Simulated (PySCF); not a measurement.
Record of a relaxation.

Compound: CH5F3OSi2.
Numbering: `[F:1][C:2]([F:3])([F:4])[SiH2:5][O:6][SiH3:7]` (hydrogens: H8, H9 on Si5; H10, H11, H12 on Si7)

Computed by this run: PBE0-D3(BJ)/def2-SVP geometry optimisation, gas phase (PySCF 2.14.0); density fitting, grid level 1; the optimiser is geomeTRIC in internal coordinates, started from a GFN2-xTB structure with every atom displaced at random (about 0.01 Å). 13 of its 15 geometries are shown. The frame can shift and turn from step to step; on so coarse a grid that alone can change the energy by a few meV, and forces under 0.02 eV/Å are noise.

Step 0: E = -27041.7030 eV, largest atomic force 1.691 eV/Å
```
atom  x, y, z in Å  |  force x, y, z in eV/Å
F1     -2.067    0.535   -0.940    0.019   0.137  -0.395
C2     -1.796    0.091    0.287   -0.360   0.151   0.586
F3     -2.973   -0.363    0.791    0.650   0.160  -0.038
F4     -1.435    1.187    1.017   -0.178  -0.687  -0.262
Si5    -0.370   -1.240    0.249   -0.899   1.183   0.808
O6      0.954   -0.418   -0.111    0.675   0.110  -0.228
Si7     1.991    0.814   -0.470   -0.728  -0.483   0.491
H8     -0.253   -1.755    1.607   -0.085  -0.504   0.468
H9     -0.699   -2.145   -0.800   -0.356  -1.049  -0.773
H10     1.194    1.860   -1.104   -0.057   0.607  -0.309
H11     2.939    0.182   -1.354    0.890  -0.015  -0.629
H12     2.554    1.226    0.818    0.429   0.391   0.281
```

Step 1: E = -27041.9376 eV, largest atomic force 0.328 eV/Å
```
atom  x, y, z in Å  |  force x, y, z in eV/Å
F1     -2.141    0.524   -0.940    0.020  -0.048   0.104
C2     -1.848    0.073    0.294    0.043   0.043  -0.128
F3     -2.971   -0.455    0.801   -0.044  -0.037   0.013
F4     -1.540    1.148    1.037    0.013   0.017   0.028
Si5    -0.405   -1.215    0.267   -0.173   0.275  -0.044
O6      0.966   -0.412   -0.109    0.178   0.053  -0.069
Si7     2.028    0.815   -0.471   -0.122  -0.189   0.065
H8     -0.322   -1.790    1.630    0.001  -0.113   0.035
H9     -0.755   -2.196   -0.789    0.017  -0.137   0.039
H10     1.298    1.926   -1.136   -0.010   0.068  -0.030
H11     3.066    0.260   -1.380    0.052   0.026  -0.042
H12     2.663    1.294    0.787    0.025   0.042   0.030
```

Step 2: E = -27041.9433 eV, largest atomic force 0.130 eV/Å
```
atom  x, y, z in Å  |  force x, y, z in eV/Å
F1     -2.147    0.525   -0.936    0.011  -0.013   0.057
C2     -1.850    0.077    0.295    0.008   0.035  -0.075
F3     -2.971   -0.454    0.806    0.000  -0.015   0.010
F4     -1.539    1.151    1.038   -0.004  -0.011   0.005
Si5    -0.410   -1.211    0.264   -0.071   0.107   0.017
O6      0.968   -0.416   -0.116    0.090   0.004  -0.069
Si7     2.028    0.811   -0.474   -0.044  -0.042   0.041
H8     -0.322   -1.795    1.628   -0.003  -0.041  -0.013
H9     -0.757   -2.214   -0.776    0.013  -0.050   0.039
H10     1.302    1.928   -1.142    0.003   0.007  -0.002
H11     3.079    0.272   -1.383   -0.001   0.008  -0.007
H12     2.659    1.297    0.786   -0.002   0.011  -0.003
```

Step 4: E = -27041.9464 eV, largest atomic force 0.084 eV/Å
```
atom  x, y, z in Å  |  force x, y, z in eV/Å
F1     -2.150    0.530   -0.930   -0.004   0.009  -0.008
C2     -1.842    0.082    0.296   -0.001  -0.010   0.005
F3     -2.958   -0.449    0.819    0.002   0.001   0.000
F4     -1.522    1.156    1.037   -0.001   0.002   0.002
Si5    -0.409   -1.209    0.265    0.026  -0.024   0.036
O6      0.974   -0.431   -0.138   -0.018  -0.068  -0.046
Si7     2.018    0.810   -0.484    0.018   0.062   0.010
H8     -0.313   -1.795    1.628   -0.002   0.026   0.004
H9     -0.760   -2.245   -0.743   -0.003   0.019  -0.005
H10     1.283    1.924   -1.151   -0.002  -0.008   0.004
H11     3.082    0.295   -1.391   -0.009  -0.006   0.004
H12     2.635    1.304    0.782   -0.004  -0.003  -0.006
```

Step 5: E = -27041.9495 eV, largest atomic force 0.096 eV/Å
```
atom  x, y, z in Å  |  force x, y, z in eV/Å
F1     -2.146    0.526   -0.918   -0.002   0.012  -0.059
C2     -1.815    0.086    0.302   -0.012  -0.061   0.073
F3     -2.922   -0.437    0.854   -0.002   0.024   0.000
F4     -1.473    1.163    1.029   -0.001   0.011   0.004
Si5    -0.395   -1.220    0.271    0.037  -0.075   0.034
O6      0.987   -0.468   -0.189   -0.033  -0.076  -0.032
Si7     1.989    0.815   -0.507    0.012   0.072  -0.005
H8     -0.280   -1.774    1.647    0.008   0.058   0.026
H9     -0.772   -2.292   -0.685   -0.012   0.047  -0.046
H10     1.219    1.910   -1.166   -0.007  -0.002   0.000
H11     3.072    0.346   -1.415    0.006  -0.005   0.005
H12     2.577    1.316    0.768    0.005  -0.004   0.000
```

Step 6: E = -27041.9530 eV, largest atomic force 0.169 eV/Å
```
atom  x, y, z in Å  |  force x, y, z in eV/Å
F1     -2.135    0.513   -0.903    0.002   0.014  -0.093
C2     -1.774    0.089    0.312   -0.022  -0.104   0.131
F3     -2.871   -0.415    0.903   -0.002   0.051  -0.002
F4     -1.400    1.174    1.013   -0.007   0.013   0.002
Si5    -0.371   -1.235    0.282    0.020  -0.112   0.035
O6      1.003   -0.523   -0.260   -0.019  -0.053  -0.025
Si7     1.940    0.820   -0.540    0.003   0.068  -0.019
H8     -0.224   -1.734    1.675    0.020   0.068   0.037
H9     -0.788   -2.349   -0.609   -0.019   0.056  -0.072
H10     1.119    1.887   -1.181   -0.010   0.004  -0.005
H11     3.047    0.420   -1.451    0.021   0.000   0.005
H12     2.491    1.325    0.750    0.014  -0.005   0.006
```

Step 7: E = -27041.9565 eV, largest atomic force 0.177 eV/Å
```
atom  x, y, z in Å  |  force x, y, z in eV/Å
F1     -2.118    0.488   -0.890    0.008   0.008  -0.096
C2     -1.730    0.086    0.324   -0.036  -0.099   0.141
F3     -2.817   -0.390    0.955    0.009   0.055  -0.009
F4     -1.324    1.182    0.991   -0.004   0.006   0.004
Si5    -0.340   -1.253    0.294   -0.006  -0.103   0.032
O6      1.018   -0.578   -0.334   -0.027  -0.008  -0.014
Si7     1.883    0.825   -0.573    0.001   0.041  -0.031
H8     -0.152   -1.684    1.705    0.031   0.046   0.028
H9     -0.797   -2.396   -0.536   -0.018   0.042  -0.061
H10     1.005    1.859   -1.191   -0.005   0.008  -0.009
H11     3.011    0.503   -1.487    0.030   0.008   0.006
H12     2.400    1.328    0.732    0.019  -0.003   0.009
```

Step 8: E = -27041.9595 eV, largest atomic force 0.095 eV/Å
```
atom  x, y, z in Å  |  force x, y, z in eV/Å
F1     -2.114    0.470   -0.885    0.008  -0.001  -0.037
C2     -1.727    0.076    0.334   -0.025  -0.052   0.076
F3     -2.816   -0.387    0.970    0.017   0.034  -0.012
F4     -1.317    1.178    0.990   -0.003   0.001   0.001
Si5    -0.334   -1.260    0.300   -0.005  -0.016   0.012
O6      1.017   -0.581   -0.346   -0.014   0.044  -0.018
Si7     1.873    0.831   -0.582   -0.018  -0.033  -0.008
H8     -0.127   -1.670    1.714    0.022  -0.001   0.006
H9     -0.799   -2.395   -0.535   -0.005   0.007  -0.018
H10     0.987    1.861   -1.195   -0.003   0.007  -0.008
H11     3.003    0.519   -1.498    0.018   0.006   0.002
H12     2.393    1.329    0.724    0.009   0.003   0.004
```

Step 9: E = -27041.9604 eV, largest atomic force 0.058 eV/Å
```
atom  x, y, z in Å  |  force x, y, z in eV/Å
F1     -2.114    0.456   -0.878    0.005  -0.006   0.000
C2     -1.731    0.067    0.346   -0.015   0.002   0.019
F3     -2.821   -0.390    0.981    0.009   0.003  -0.005
F4     -1.322    1.172    0.997    0.006   0.000   0.003
Si5    -0.332   -1.262    0.303    0.007   0.021   0.001
O6      1.010   -0.572   -0.348   -0.013   0.052  -0.022
Si7     1.871    0.837   -0.590   -0.010  -0.044   0.007
H8     -0.108   -1.672    1.716    0.009  -0.024  -0.009
H9     -0.799   -2.389   -0.543    0.001  -0.011   0.011
H10     0.987    1.870   -1.202   -0.001   0.001  -0.003
H11     3.000    0.522   -1.506    0.002   0.002   0.002
H12     2.398    1.333    0.715   -0.002   0.005  -0.003
```

Step 10: E = -27041.9609 eV, largest atomic force 0.049 eV/Å
```
atom  x, y, z in Å  |  force x, y, z in eV/Å
F1     -2.114    0.443   -0.864    0.000  -0.002   0.021
C2     -1.727    0.060    0.361    0.004   0.021  -0.014
F3     -2.815   -0.390    1.003    0.003  -0.008   0.000
F4     -1.312    1.168    1.005    0.003  -0.005   0.001
Si5    -0.325   -1.266    0.307    0.014   0.021   0.000
O6      1.005   -0.570   -0.364   -0.026   0.038  -0.017
Si7     1.858    0.843   -0.604    0.009  -0.025   0.007
H8     -0.079   -1.672    1.717    0.003  -0.028  -0.014
H9     -0.798   -2.394   -0.535    0.002  -0.013   0.021
H10     0.970    1.873   -1.215    0.001  -0.002  -0.001
H11     2.991    0.537   -1.521   -0.005  -0.002   0.002
H12     2.385    1.339    0.701   -0.007   0.005  -0.006
```

Step 12: E = -27041.9617 eV, largest atomic force 0.096 eV/Å
```
atom  x, y, z in Å  |  force x, y, z in eV/Å
F1     -2.132    0.412   -0.788   -0.008   0.007   0.047
C2     -1.712    0.036    0.430    0.038   0.044  -0.076
F3     -2.779   -0.410    1.104   -0.019  -0.031   0.019
F4     -1.278    1.148    1.055   -0.004  -0.008   0.003
Si5    -0.299   -1.275    0.315    0.028  -0.009  -0.001
O6      0.976   -0.551   -0.429   -0.038  -0.019   0.008
Si7     1.814    0.869   -0.669    0.039   0.036  -0.006
H8      0.037   -1.684    1.705   -0.010  -0.003  -0.006
H9     -0.794   -2.413   -0.500   -0.004  -0.001   0.013
H10     0.918    1.889   -1.285   -0.001  -0.007   0.002
H11     2.953    0.575   -1.582   -0.010  -0.007   0.003
H12     2.334    1.376    0.635   -0.010  -0.001  -0.006
```

Step 13: E = -27041.9621 eV, largest atomic force 0.055 eV/Å
```
atom  x, y, z in Å  |  force x, y, z in eV/Å
F1     -2.148    0.413   -0.752   -0.003   0.004   0.022
C2     -1.707    0.029    0.455    0.022   0.023  -0.045
F3     -2.763   -0.430    1.140   -0.013  -0.022   0.015
F4     -1.271    1.138    1.083   -0.003  -0.003   0.005
Si5    -0.291   -1.274    0.314    0.013  -0.016   0.001
O6      0.966   -0.541   -0.451   -0.016  -0.021   0.009
Si7     1.805    0.878   -0.694    0.015   0.024  -0.008
H8      0.069   -1.688    1.697   -0.004   0.012   0.003
H9     -0.792   -2.418   -0.489   -0.006   0.007  -0.003
H10     0.909    1.894   -1.318   -0.002  -0.003   0.000
H11     2.945    0.579   -1.603   -0.002  -0.002   0.002
H12     2.317    1.393    0.609   -0.002  -0.001   0.000
```

Step 14: E = -27041.9624 eV, largest atomic force under 0.02 eV/Å
```
atom  x, y, z in Å  |  force x, y, z in eV/Å
F1     -2.157    0.416   -0.737   -0.002   0.003   0.006
C2     -1.706    0.026    0.463    0.012   0.002  -0.011
F3     -2.754   -0.444    1.153   -0.004  -0.006   0.004
F4     -1.270    1.132    1.097   -0.006   0.000   0.001
Si5    -0.287   -1.273    0.312   -0.001  -0.012   0.001
O6      0.964   -0.539   -0.461    0.002  -0.007   0.006
Si7     1.802    0.882   -0.704   -0.003   0.003  -0.005
H8      0.078   -1.684    1.695    0.003   0.011   0.004
H9     -0.791   -2.420   -0.485   -0.004   0.006  -0.008
H10     0.906    1.895   -1.332   -0.001   0.001  -0.001
H11     2.944    0.581   -1.610    0.004   0.002   0.001
H12     2.310    1.400    0.599    0.002   0.000   0.002
```

Q: Summarise the path.

A: The energy falls by 25.03 kJ/mol from step 0 to step 14; nine tenths of that is first reached at step 1. It falls at every step. The largest force goes from 1.691 to under 0.02 eV/Å. Among the bonds Si5–H9 changes most, from 1.424 to 1.485 Å; the atoms move by 0.186 Å rms after alignment.

The cost below is that of the whole optimisation. Time: 1.8 min wall; peak memory 0.55 GiB. Hardware: one thread of an Arm Neoverse V1, no GPU (shared host).
